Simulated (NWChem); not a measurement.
System: Si2H5, doublet; SMILES [SiH2][SiH3]

Parts of the log:

```
             Northwest Computational Chemistry Package (NWChem) 7.3.0
             --------------------------------------------------------

 CS  symmetry detected

                             Geometry "geometry" -> ""
                             -------------------------

 Output coordinates in angstroms (scale by  1.889725989 to convert to a.u.)

  No.       Tag          Charge          X              Y              Z
 ---- ---------------- ---------- -------------- -------------- --------------
    1 Si                  14.0000     0.06366985    -1.20994303     0.00000000
    2 Si                  14.0000     0.00708122     1.12195707     0.00000000
    3 H                    1.0000    -0.51344340    -1.84237917     1.22674313
    4 H                    1.0000    -0.51344340    -1.84237917    -1.22674313
    5 H                    1.0000     0.71289676     1.62624368    -1.21720565
    6 H                    1.0000     0.71289676     1.62624368     1.21720565
    7 H                    1.0000    -1.38942171     1.66407440     0.00000000

 Effective nuclear repulsion energy (a.u.)      82.4588909796

      Symmetry information
      --------------------

 Group name             Cs
 Group number              2
 Group order               2
 No. of unique centers     5

  pbe96 is a nonlocal functional; adding pw91lda local functional.

                                 NWChem DFT Module
                                 -----------------

 Summary of "ao basis" -> "ao basis" (spherical)
 ------------------------------------------------------------------------------
       Tag                 Description            Shells   Functions and Types
 ---------------- ------------------------------  ------  ---------------------
 Si                         def2-svp                 8       18   4s3p1d
 H                          def2-svp                 3        5   2s1p

      Symmetry analysis of basis
      --------------------------

        a'         40
        a"         21

[...]

                                NWChem TDDFT Module
                                -------------------

            General Information
            -------------------
           No. of orbitals :     122
            Alpha orbitals :      61
             Beta orbitals :      61
        Alpha frozen cores :       0
         Beta frozen cores :       0
     Alpha frozen virtuals :       0
      Beta frozen virtuals :       0
         Spin multiplicity :       2
    Number of AO functions :      61
        Use of symmetry is : off
      Symmetry adaption is : on
         Schwarz screening :  0.10D-07

              XC Information
              --------------
              Hartree-Fock (Exact) Exchange   1.00
              LC-wPBE(h)Exchange Functional   0.80
     Perdew 1991 LDA Correlation Functional   1.00 local
    PerdewBurkeErnz. Correlation Functional   1.00 non-local
           Alpha           :  0.20
           Beta            :  0.80
           Gamma           :  0.20

             TDDFT Information
             -----------------
          Calculation type : Tamm-Dancoff TDDFT
         Wavefunction type : Unrestricted
          No. of electrons :      33
           Alpha electrons :      17
            Beta electrons :      16
              No. of roots :       8
          Max subspacesize :    5600
            Max iterations :     100
               Target root :       1
           Target symmetry : none
      Symmetry restriction : off
                 Algorithm : Optimal
        Davidson threshold :  0.10D-03

    8 smallest eigenvalue differences (eV)
--------------------------------------------------------
  No. Spin  Occ  Vir  Irrep   E(Occ)    E(Vir)   E(Diff)
--------------------------------------------------------
    1    2   16   17 a'       -0.383    -0.035     9.467
    2    1   17   18 a"       -0.297     0.073    10.069
    3    2   15   17 a"       -0.421    -0.035    10.514
    4    1   17   19 a'       -0.297     0.092    10.575
    5    1   17   20 a'       -0.297     0.098    10.736
    6    2   14   17 a'       -0.434    -0.035    10.853
    7    2   13   17 a"       -0.448    -0.035    11.254
    8    1   17   21 a'       -0.297     0.133    11.712
--------------------------------------------------------

  Entering Davidson iterations
  Unrestricted

  Iter   NTrls   NConv    DeltaV     DeltaE      Time
  ----  ------  ------  ---------  ---------  ---------
    1      8       0     0.62E-01   0.10+100        4.1
    2     16       0     0.23E-01   0.10E-01        4.7
    3     24       0     0.13E-01   0.19E-02        4.6
    4     32       0     0.85E-02   0.63E-03        4.6
    5     40       0     0.46E-02   0.20E-03        4.7
    6     48       1     0.64E-01   0.23E-02        4.6
    7     55       5     0.24E-01   0.52E-02        4.2
    8     58       6     0.77E-02   0.71E-03        2.8
    9     60       6     0.29E-02   0.67E-04        2.5
   10     62       6     0.13E-02   0.76E-05        2.5
   11     64       7     0.71E-03   0.12E-05        2.5
   12     65       7     0.28E-03   0.17E-06        2.1
   13     66       7     0.10E-03   0.15E-07        2.1
   14     67       8     0.88E-04   0.16E-08        2.1
  ----  ------  ------  ---------  ---------  ---------
  Convergence criterion met

  Ground state a'       -581.506926010638 a.u.
  <S2> =   0.7539

[...]
```

Level: LRC-wPBEh/def2-SVP, spin-unrestricted, TDA. Structure relaxed at the PBE0/def2-SVP, spin-unrestricted level. No stability test was run on the SCF state.

Problem. Which NWChem input produces such a log?

Solution. This is not unique; one that fits is the input that was run:
```
start job
memory heap 200 mb stack 900 mb global 1100 mb
geometry units angstroms noautoz
  Si     0.118272    -1.223441     0.089336
  Si     0.037146     1.106756     0.021802
  H      1.066328    -1.837982    -0.891213
  H     -1.217679    -1.891084     0.003263
  H     -0.850393     1.595110     1.120812
  H      1.414596     1.648376     0.230105
  H     -0.487566     1.627150    -1.281265
end
basis spherical
  Si library def2-svp
  H library def2-svp
end
dft
  odft
  mult 2
  xc xwpbe 0.80 cpbe96 1.0 hfexch 1.00
  cam 0.2 cam_alpha 0.2 cam_beta 0.8
  iterations 150
end
tddft
  cis
  nroots 8
end
task tddft energy
```
